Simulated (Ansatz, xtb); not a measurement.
**Isomers of FN2Si− in order of energy**

3 gas-phase structures of FN2Si−, found in a search over its isomers (lower ones may exist). Each was relaxed with GFN2-xTB; where two conformers were screened, the lower at r2SCAN-D4/def2-SVPD is listed:

A. the triplet with the links of `[N-]=N[Si]F`
B. `[N-]=N[Si]F`, a singlet
C. a singlet given by its coordinates

C (Å):

```tsv
atom	x (Å)	y (Å)	z (Å)
F	-1.3164	0.8659	1.2889
N	-0.0253	0.1399	-1.0080
N	0.6515	-0.4036	-0.1219
Si	0.1873	1.2869	0.4020
```

Close contacts (Å): F1–Si4 1.80, N2–N3 1.24, N2–Si4 1.83, N3–Si4 1.83.

Task: Make a reasoned guess at their ranking by r2SCAN-D4/def2-SVPD single-point energy.

Result: Calculated order at r2SCAN-D4/def2-SVPD: C (0.0), A (30.5), B (43.4) kJ/mol.

Energies above the lowest of each column, in kJ/mol; the last columns are at B3LYP-D3(BJ)/def2-SVPD geometries (a dash: not run or not comparable):

| structure | GFN2-xTB | HF/STO-3G | r2SCAN-D4/def2-SVPD | B3LYP-D3(BJ)/def2-SVPD | CCSD(T)/def2-TZVPPD |
| --- | --- | --- | --- | --- | --- |
| C | 29.1 | 20.6 | 0.0 | 0.0 | 0.0 |
| A | – | 0.0 | 30.5 | 32.7 | 65.6 |
| B | 0.0 | 166.1 | 43.4 | 14.5 | 26.5 |

CCSD(T)/def2-TZVPPD puts C lowest; GFN2-xTB picks B, HF/STO-3G picks A. CCSD(T)/def2-TZVPPD orders those it was run on as C (0.0), B (26.5), A (65.6) kJ/mol. Flexible structures stand in one conformer each, not always the lowest. GFN2-xTB has no spin polarisation and isn't compared across spin states. Open shells are spin-unrestricted, some with notable spin contamination. Large T1 diagnostics make some coupled-cluster values less sure.

Programs: Ansatz 0.2.0, xtb 6.7.1.
